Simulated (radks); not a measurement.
Values are calculated unless marked as measured or tabulated.
Minus the highest occupied eigenvalue as an estimate of the ionisation energy, Be to Be3+. The LB94 potential has the -1/r tail that LDA and GGA lack but no energy functional. Code: a radial shooting solver on a logarithmic mesh with Libxc functionals. Model: scalar-relativistic Kohn-Sham, LB94 model potential, spin-polarised, spherical densities, finite nucleus; open shells are filled with parallel spins first; Fermi nuclear charge, rms radius 2.519 fm.

species	configuration	HOMO	-e(HOMO) (eV)	<r> (bohr)	IE, NIST (eV)	kind
Be	[He] 2s2	2s	8.722	2.59	9.323	exp.
Be+	[He] 2s1	2s up	17.940	2.27	18.211	exp.
Be2+	[He]	1s	148.33	0.417	153.90	theory
Be3+	1s1	1s up	209.35	0.378	217.72	theory

Reference values: NIST Atomic Spectra Database (exp. = measured, semi-emp. = semi-empirical, theory = theoretical value adopted there).
